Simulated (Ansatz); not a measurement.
`CC[Si]Br` + H–F → `CC[Si]F` + HBr at 500 K and 1 bar (ligand exchange at the Si–Br bond).

Isolated molecules relaxed with PBE0-D4/def2-TZVP in Ansatz; ΔE leaves out vibrations. CBS: MP2 limit from def2 TZ/QZ plus the TZ coupled-cluster correction, frozen cores. This one scheme is used for every species. For Br outer-core shells are correlated without core-valence functions, which leaves a few kJ/mol of doubt a bond. Scalar relativity is left out up to krypton. One conformer a species, not always the lowest.

```
   species  CCSD(T)/CBS energy (Eh)  H − E (kJ/mol)  S (J/(mol·K))
`CC[Si]Br`              -2941.51653           211.1          397.2
       H–F               -100.39570            39.4          188.7
 `CC[Si]F`               -468.00242           212.7          373.8
       HBr              -2573.91920            30.5          213.7
```

H − E and S are ideal-gas, rigid-rotor, harmonic terms from PBE0-D4/def2-TZVP, for one conformer and one mirror image of each species. 1 Eh = 2625.50 kJ/mol, R = 8.31446 J/(mol·K).

By hand: ΔE, ΔH, ΔS and ΔG.

ΔE = (-468.00242) + (-2573.91920) − (-2941.51653) − (-100.39570) = -0.00939 Eh = -24.7 kJ/mol. Δ(H − E) = 212.7 + 30.5 − 211.1 − 39.4 = -7.3, so ΔH = -32.0 kJ/mol. ΔS = 373.8 + 213.7 − 397.2 − 188.7 = 1.6 J/(mol·K). ΔG = -32.0 − 500 × (1.6)/1000 = -32.8 kJ/mol.

By hand: the equilibrium constant, and the temperature at which ΔG would vanish if ΔH and ΔS stayed fixed.

log₁₀ K = −ΔG/(RT ln 10) = 3.4. ΔH and −TΔS have one sign here, so there is no such temperature. One of them is within its doubt of zero, so this could turn.

The number of gas molecules stays the same, so ΔS is small and ΔH decides. A doubt of 5 kJ/mol in ΔE shifts log₁₀ K by 0.5 here. Other conformers and mirror images would add mixing entropy, several J/(mol·K) or more a flexible species. Modes under 60 cm⁻¹, often nearly free rotors, make the harmonic entropy too high. These are equilibria of isolated gas molecules and say nothing of rates. Largest T1 diagnostic: 0.013 (customary marks: 0.02 for closed shells, 0.045 for open ones).
